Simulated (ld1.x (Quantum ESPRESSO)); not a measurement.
Before and after: PAW potential for chromium

chromium, PAW, made with ld1.x (Quantum ESPRESSO) 7.5 (PBE, scalar-relativistic). Core [Ar], reference 3d5 4s1 4p0. Waves: 4s (bound): rcut 2.15, rcutus 2.45 bohr; 4s channel at 0.4 Ry: rcut 2.15, rcutus 2.45 bohr; 4p (bound, empty): rcut 2.30, rcutus 3.10 bohr; 4p channel at 2.2 Ry: rcut 2.30, rcutus 3.10 bohr; 3d (bound): rcut 1.25, rcutus 1.45 bohr; 3d channel at 0.35 Ry: rcut 1.25, rcutus 1.45 bohr. Local part: all-electron potential smoothed inside 2.90 bohr (lloc = -1). Core correction: Bessel-smoothed model core, default radius (core density twice the valence density). Augmentation charge: BESSEL, radius 1.00 bohr.

All-electron outer shells of the reference configuration (PBE, scalar-relativistic, ld1.x):

```
shell  level (eV)  outermost node (bohr)  outermost maximum (bohr)
   3s      -73.99                   0.36                      0.78
   3p      -45.44                   0.33                      0.80
   4s       -4.01                   1.12                      2.74
   3d       -2.91                      –                      0.84
   4p       -0.99                   1.25                      3.94
```

Change: waves 4p (bound): rcut 2.30, rcutus 4.62 bohr; 4p channel at 2.2 Ry: rcut 2.30, rcutus 4.62 bohr.

Cutoffs: the cutoffs (Ry, on a coarse ladder) from which the occupation-weighted sum of valence levels, in a spherical-Bessel basis at the reference potential, stays within 10 and 1 mRy of its value at 400 Ry; they do not see the model core or the augmentation charge, which bear on the density cutoff. Errors are all-electron minus pseudo energies relative to the spin-unpolarised reference configuration.

**Question.** What does the change do?

**Answer.** The potential gets neither clearly harder nor softer (50 Ry and 80 Ry → 50 Ry and 80 Ry); of the 7 tests that both files solve, the error grows in 1 and shrinks in 1 by more than 15 % and 0.3 meV (median size 82.5 → 68.6 meV); neither file shows a bound ghost.

| quantity | base | changed |
| --- | --- | --- |
| cutoff, loose | 50 Ry | 50 Ry |
| cutoff, tight | 80 Ry | 80 Ry |
| bound ghosts | none | none |
| error for 3d5 4s0 4p0, meV [ΔE 6.90 eV] | -8.2 | -8.2 |
| error for 3d4 4s0 4p0, meV [ΔE 22.95 eV] | -101 | -101 |
| error for 3d3 4s0 4p0, meV [ΔE 53.70 eV] | -947 | -947 |
| error for 3d4 4s2 4p0, meV [ΔE -0.10 eV] | -85 | -85 |
| error for 3d5.5 4s0.5 4p0, meV [ΔE 0.73 eV] | -9.1 | -9.1 |
| error for 3d4 4s1 4p1, meV [ΔE 3.51 eV] | -82 | -69 |
| error for 3d5 4s0 4p1, meV [ΔE 3.12 eV] | -2.2 | -3.2 |
| lowest overlap eigenvalue by channel | s 0.44, p 0.69, d 1.00 | s 0.44, p 0.87, d 1.00 |
